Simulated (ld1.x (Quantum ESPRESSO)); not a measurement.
**Transferability test, ultrasoft potential for phosphorus**

```json
{
 "Element": "phosphorus (P)",
 "Generator": "ld1.x (Quantum ESPRESSO) 7.5",
 "Type": "ultrasoft",
 "Functional": "PBE",
 "Relativity": "non-relativistic",
 "Frozen core": "[Ne]",
 "Valence charge": "5",
 "Reference configuration": "3s2 3p3",
 "Partial waves": "3s (bound): rcut 1.40, rcutus 1.75 bohr; 3s channel at -0.6 Ry: rcut 1.40, rcutus 1.75 bohr; 3p (bound): rcut 1.15, rcutus 1.45 bohr; 3p channel at 3.6 Ry: rcut 1.15, rcutus 1.45 bohr",
 "Local potential": "all-electron potential smoothed inside 1.30 bohr (lloc = -1)",
 "Core correction": "Bessel-smoothed model core, default radius (core density twice the valence density)",
 "Augmentation charge": "built from norm-conserving waves at rcut, not smoothed further"
}
```

Energies are relative to the spin-unpolarised reference configuration 3s2 3p3; without spin polarisation the order of configurations can differ from experiment.

```json
{"valence configuration": "3s2 3p2", "charge": "+1", "ΔE all-electron (eV)": "9.742", "error AE − PS (meV)": "+0.8"}
{"valence configuration": "3s2 3p1", "charge": "+2", "ΔE all-electron (eV)": "28.901", "error AE − PS (meV)": "+4.9"}
{"valence configuration": "3s1 3p3", "charge": "+1", "ΔE all-electron (eV)": "18.767", "error AE − PS (meV)": "+2.5"}
{"valence configuration": "3s2 3p3.3", "charge": "-0.3", "ΔE all-electron (eV)": "-1.310", "error AE − PS (meV)": "0.0"}
{"valence configuration": "3s2 3p2.5", "charge": "+0.5", "ΔE all-electron (eV)": "3.781", "error AE − PS (meV)": "+0.1"}
{"valence configuration": "3s1 3p0", "charge": "+4", "ΔE all-electron (eV)": "110.532", "error AE − PS (meV)": "+48"}
```

Q: What are ΔE and the potential's error for 3s2 3p0?

A: ΔE = 58.651 eV all-electron; the error (AE − PS) is +15 meV.

Levels in the configuration 3s2 3p0:

| level | all-electron (eV) | pseudo (eV) |
| --- | --- | --- |
| 3s | -45.504 | -45.483 |
